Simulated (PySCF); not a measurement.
## How methods differ on the excitation energy of Pt⁺

Pt⁺ [Xe] 4f14 5d9 (2D) → Pt⁺ [Xe] 4f14 5d8 6p1 (high-spin determinant), as a difference of total energies. Computed with PySCF 2.14 in aug-cc-pVTZ-PP with ECP60MDF, with a scalar-relativistic core potential. Correlated levels: valence: 5s2 5p6 frozen. The calculations carry no spin-orbit coupling.

```
           method  excitation energy (eV)
              UHF                   6.526
    MP2 (valence)                   7.631
SCS-MP2 (valence)                   7.704
   CCSD (valence)                   7.355
CCSD(T) (valence)                   7.390
```

How much does correlation contribute at CCSD(T) (valence)?

7.390 − (6.526) = 0.864 eV, measured against UHF.

The determinant of the upper state mixes LS terms, which raises its energy above the lowest term, most at the Hartree-Fock and MP2 levels.
